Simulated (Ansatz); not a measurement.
One change: `[CH3][In]([Br])[Br]` becomes `[SH][In]([Br])[Br]`.

Ansatz, PBE0-D4/def2-TZVP geometries, multiplicity 1. Each molecule was computed in one conformer, which needn't be the lowest.

Elements past krypton have def2 core potentials. Scalar relativity is left out up to krypton.

```tsv
property	`[CH3][In]([Br])[Br]`
LUMO energy (B3LYP/def2-TZVPP) / eV	-2.07
HOMO energy (PBE/def2-TZVPP) / eV	-6.90
size of the dipole moment (B3LYP/def2-TZVPP) / D	3.37
LUMO energy (PBE0/def2-TZVPP) / eV	-1.77
LUMO energy (ωB97M-V/def2-TZVPP) / eV	-0.06
HOMO energy (ωB97M-V/def2-TZVPP) / eV	-10.29
```

Q: Give the same properties after the change, and the shifts. (Best estimate.)

A: The calculation gave: 
```json
{"property": "LUMO energy (B3LYP/def2-TZVPP) / eV", "`[SH][In]([Br])[Br]`": "-2.84", "shift": "-0.77"}
{"property": "HOMO energy (PBE/def2-TZVPP) / eV", "`[SH][In]([Br])[Br]`": "-6.95", "shift": "-0.05"}
{"property": "size of the dipole moment (B3LYP/def2-TZVPP) / D", "`[SH][In]([Br])[Br]`": "1.35", "shift": "-2.02"}
{"property": "LUMO energy (PBE0/def2-TZVPP) / eV", "`[SH][In]([Br])[Br]`": "-2.56", "shift": "-0.79"}
{"property": "LUMO energy (ωB97M-V/def2-TZVPP) / eV", "`[SH][In]([Br])[Br]`": "-0.68", "shift": "-0.62"}
{"property": "HOMO energy (ωB97M-V/def2-TZVPP) / eV", "`[SH][In]([Br])[Br]`": "-10.36", "shift": "-0.07"}
```

Dipoles are sizes alone; their direction can turn.

B3LYP here is the variant with VWN-RPA as its local correlation; programs differ in this.

Spin–orbit coupling is left out; it splits and shifts lone-pair levels of the heavy atoms by tenths of an eV.
